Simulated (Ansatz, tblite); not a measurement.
Removing an electron: Li₇H₈⁻ (the lowest singlet isomer of a short search). Charge -1, multiplicity 1. Geometry: PBE0-D4/def2-TZVPD. Ansatz, gas phase; energy differences of separate SCF runs; the oxidised species was run as a doublet alone.

```xyz
15

Li    0.3819    0.2006    0.4080
Li    0.6827   -2.3376    0.5514
Li   -1.1850   -2.5662    2.1943
Li   -1.7680   -0.1766    1.7457
Li    1.7730    0.1787   -1.7407
Li    1.0300    2.4846   -2.3599
Li   -0.6476    2.3562   -0.5134
H    -0.4442    3.3926   -1.9341
H    -0.0665   -1.0247    1.7024
H    -1.3156    1.1500    0.6303
H     1.9792    1.2084   -3.1660
H    -0.1592   -3.7091    1.2888
H     1.0706    1.5528   -0.6291
H     1.2847   -1.1663   -0.6632
H    -2.6160   -1.5433    2.4853
```

The xTB rows come from tblite. The structure comes from a short search, and lower isomers may exist.

| level | −HOMO (eV) | vertical IE (eV) | −LUMO (eV) | HOMO–LUMO gap (eV) |
| --- | --- | --- | --- | --- |
| GFN1-xTB | 8.21 | 10.05 | 5.44 | 2.77 |
| GFN2-xTB | 8.06 | 8.37 | 0.16 | 7.90 |
| PBE-D4/def2-TZVPD | 1.54 | 3.52 | -1.49 | 3.03 |

(1) Estimate the rows for r2SCAN-D4/def2-TZVPD, PBE0-D4/def2-TZVPD.

Results:

(1) 
```csv
level,−HOMO (eV),vertical IE (eV),−LUMO (eV),HOMO–LUMO gap (eV)
r2SCAN-D4/def2-TZVPD,1.73,3.60,-1.89,3.62
PBE0-D4/def2-TZVPD,2.59,4.03,-2.01,4.60
```

  Raw xTB energy differences between charge states are shifted by several eV; the methods need an empirical correction for them.
